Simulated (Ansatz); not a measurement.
```yaml
crystal:
  periodic: [false, false, false]
  atoms:
    - {symbol: C, position_ang: [-1.178731, 0.747239, 0.796842]}
    - {symbol: C, position_ang: [0.272934, 0.180451, 0.669220]}
    - {symbol: N, position_ang: [1.258053, 1.033556, 1.260174]}
    - {symbol: O, position_ang: [0.505224, 0.051961, -0.748725]}
    - {symbol: Si, position_ang: [0.053747, -1.272310, -1.658320]}
    - {symbol: H, position_ang: [-1.243506, 1.656077, 0.374264]}
    - {symbol: H, position_ang: [-1.343855, 0.839494, 1.936468]}
    - {symbol: H, position_ang: [-1.852253, 0.077287, 0.380688]}
    - {symbol: H, position_ang: [0.337388, -0.854305, 1.080074]}
    - {symbol: H, position_ang: [1.156000, 2.016372, 0.837264]}
    - {symbol: H, position_ang: [2.169826, 0.665920, 1.084025]}
    - {symbol: H, position_ang: [0.429425, -2.560663, -0.960306]}
    - {symbol: H, position_ang: [0.700769, -1.211759, -2.980736]}
    - {symbol: H, position_ang: [-1.420988, -1.357860, -1.865980]}
basis:
  gaussian: {orbitals: def2-TZVPP}
magnetization: {spin_polarized: true, initial_magnetization: 0}
hamiltonian: {xc: {name: wB97X-V}}
multiplicity: 3
output: {forces: true}
```

```sh
$ ansatz run in.yaml --threads 4 --pin off --events-out ev --progress --plain --max-ram 10444MiB
```

It prints (some lines left out):

```
Error: YAML parse error: error: line 22 column 1: unknown field `multiplicity`, expected one of crystal, accuracy, basis, kpoints, hamiltonian, magnetization, projection, total_charge, correlation, batch, efield, external_charges, scf, relax, neb, saddle, md, ramp, phonons, dielectric, real_time, elastic, magnetic_configurations, gw, evaluate, workflow, output, checkpoint, execution
20 | magnetization: {spin_polarized: true, initial_magnetization: 0}
21 | hamiltonian: {xc: {name: wB97X-V}}
22 | multiplicity: 3
23 | output: {forces: true}
```

In this input the input holds a key that doesn't belong there. The input was rejected before any iteration.
